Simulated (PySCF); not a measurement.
A barrier at the coupled-cluster level

Start structure (Si$_{2}$H$_{4}$OF$_{2}$, closed shell), relaxed at PBE0-D4/def2-TZVP:

```
9
angstrom
Si -1.3707 -1.6336 0.0393
F 0.1066 -1.9296 0.6752
F -0.9896 -1.7842 -1.5287
H -1.4382 1.0067 0.2641
O -0.7632 0.3851 -0.0217
Si 0.8636 0.8747 0.0324
H 0.8603 2.3118 -0.3356
H 1.3984 0.7052 1.3998
H 1.5756 0.0557 -0.9621
```

The step: SiH₄O ([OH][SiH3]) + SiF₂ → Si₂H₄OF₂ ([F][SiH]([F])[O][SiH3]); bonds formed: Si1–H4; dative contacts that become bonds: Si1–O5; bonds broken: H4–O5. Program: PySCF 2.14 with density fitting (its default auxiliary sets; JK sets also for MP2 and CCSD(T)). Basis: def2-TZVPP and def2-QZVPP. Cores are frozen in the correlated methods. Extrapolation: Hartree–Fock as exp(−7.88 √X), correlation as X^−2.97. Energies below are by CCSD(T) at an estimated basis limit (MP2 extrapolated from triple and quadruple zeta, plus CCSD(T) − MP2 in triple zeta).

What are the electronic barrier and the energy of the step, from the start structure to the end structure? (To be estimated.)

By the calculation: Barrier 27.30 kcal/mol; step energy -59.58 kcal/mol (downhill); reverse barrier, their difference, 86.88 kcal/mol. Barrier and step energy count from the start structure, the reverse barrier from the end structure.

The saddle point: One imaginary mode of 1499i cm⁻¹.
| pair | start (Å) | saddle (Å) | end (Å) |
| --- | --- | --- | --- |
| Si1–H4 | 2.65 | 1.65 | 1.46 |
| Si1–O5 | 2.11 | 1.80 | 1.60 |
| H4–O5 | 0.96 | 1.24 | 2.53 |

Zero-point energy (harmonic, PBE0-D4): ZPE is 28.36 kcal/mol at the start and 25.57 kcal/mol at the saddle, so the barrier goes from 27.30 to 24.51 kcal/mol.

No T1 diagnostic of these runs exceeds 0.015. The restricted Hartree–Fock reference is unstable towards an unrestricted one at one or more of these structures.

Losses and insertions of silylenes and their heavier kin drive the gas-phase chemistry of silicon and germanium vapour deposition.

Labels in which every atom is bracketed show which atoms are joined, not bond orders.

For scale, one of the runs: CCSD(T)/def2-TZVPP, 233 basis functions, launched by `OMP_NUM_THREADS=4 python run.py`. Hardware: 4 CPU threads of an Intel Xeon, shared host. Wall time 29 min; peak host memory 4.8 GiB.
